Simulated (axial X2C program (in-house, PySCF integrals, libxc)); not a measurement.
Nuclear properties of CsSi⁺

Computed with an in-house all-electron X2C program for linear molecules (integrals from PySCF): two-component X2C with atomic mean-field Coulomb and Gaunt terms, Gaussian nuclei, basis Cs dyall-cv3z, Si dyall-v3z with contracted cores.

R = 3.983 Å (near the PBE0 minimum at charge 1 of the determinant lowest at the starting distance; the state shown can have its own minimum elsewhere).

Determinant lowest in the PBE0 search, Ω = 2 (⟨Sz⟩ = 1.00, ⟨Lz⟩ = 1.00 at PBE0), spin on the atoms Cs 0.04, Si 0.96:

```
 level  Eeff magnitude (GV/cm)  Ws magnitude Cs (kHz)  A∥/gI Cs (MHz)  qzz Cs (a.u.)  A∥/gI Si (MHz)  qzz Si (a.u.)
  PBE0                    1.18                  0.372            59.1          -0.29             101          -0.91
    HF                    1.01                   0.31            43.2          -0.36             103          -0.97
 PBE50                    1.12                  0.353            52.3          -0.28             103          -0.92
r2SCAN                    1.37                  0.445            62.1          -0.32             111          -0.95
 B3LYP                    1.33                  0.421            69.6          -0.32             126          -0.94
```

Eeff is the effective electric field on the electron electric dipole moment in this Ω state and Ws the scalar–pseudoscalar constant of the nucleus named (defined with the proton number Z and per Ω); A∥ (defined per Ω) follows by multiplying with gI = μI/(I μN); qzz is the electric field gradient, eQq0 = 234.96 MHz × Q/barn × qzz. The operators were transformed with the bare-nucleus X2C matrices; with these basis sets, hyperfine constants and field gradients can be off by tens of per cent, and where levels differ in sign neither size nor sign is settled.

Problem. With gI(133Cs) = 0.7377, Q(133Cs) = -0.00343 barn, gI(29Si) = -1.1106 (g factors from the IAEA table of nuclear moments by Stone; Q from Pyykkö, Mol. Phys. 2018), turn the PBE0 values of the first state into constants in MHz.

Solution. A∥(133Cs) = 59.1 × 0.7377 = 43.6 MHz; eQq0(133Cs) = 234.96 × (-0.00343) × (-0.29) = 0.234 MHz; A∥(29Si) = 101 × -1.1106 = -112 MHz.

Each state is one determinant with collinear spin, which with several unpaired electrons need not be a pure state. Unrestricted Hartree–Fock can overshoot spin polarisation at the nuclei. With several open shells hyperfine constants can be off by a factor of several. Open-shell Ω = 0 determinants with evenly filled partner blocks cannot be reached by this program, so the Ω shown need not be the lowest component. States lie within half an eV, so the first need not be the ground state. Further determinants of the search, some of them spin-mixed, are not shown.
